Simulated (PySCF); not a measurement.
# Correlation energy of Ru (ruthenium, neutral)

[Kr] 4d8, high-spin 3F determinant (an excited configuration). Computed with PySCF 2.14 in def2-QZVPPD with the def2 core potential (28 electrons), with scalar relativity through the core potential. Frozen: 4s2 4p6; 8 electrons correlated.

```csv
level,correlation energy (mhartree)
CCSD,-228.59
(T),-13.56
CCSD(T),-242.15
```

Diagnostics: T1 = 0.0076, D1 = 0.0126, largest double amplitude 0.022.

Q: Is a single reference adequate?

A: Yes, within this model without spin-orbit coupling: T1 lies below 0.03 and no double amplitude reaches 0.07.
